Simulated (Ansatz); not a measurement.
Consider the formal exchange of groups at the Si–O bond: `C=C[SiH2]O[SiH3]` + `O[SiH2][TeH]` → `O[SiH]([SiH3])[TeH]` + `C=C[SiH2]O`.

Gas-phase electronic energies from Ansatz, PBE0-D4/def2-TZVP geometries. CCSD(T)/CBS is the MP2 limit (def2-TZVPP, def2-QZVPP) plus CCSD(T) − MP2 in def2-TZVPP, frozen cores. DFT in def2-TZVPP. Elements past krypton have def2 core potentials. For Te outer-core shells are correlated without core-valence functions, which leaves a few kJ/mol of doubt a bond. Each species was taken in one conformer, which may not be the lowest.

```json
{"level": "r2SCAN0", "ΔE (kJ/mol)": "99.8"}
{"level": "SCS-MP2/def2-TZVPP", "ΔE (kJ/mol)": "115.1"}
```

Question: What does CCSD(T)/CBS give? (Best estimate.)

Answer: Ansatz gave: +102.2 kJ/mol. The listed levels differ from it by -2.4, 12.9 kJ/mol.

Largest T1 diagnostic among the species: 0.012.

From r2SCAN to r2SCAN0 (25 % exact exchange), in def2-TZVPP and without D4, ΔE moves by +4.8 kJ/mol. Leaving LDA and LC-ωPBE aside and taking each functional with its dispersion term where it has one, the values, not all of them listed here, spread over 40.7 kJ/mol, from PBE-D4 to BHLYP-D4.
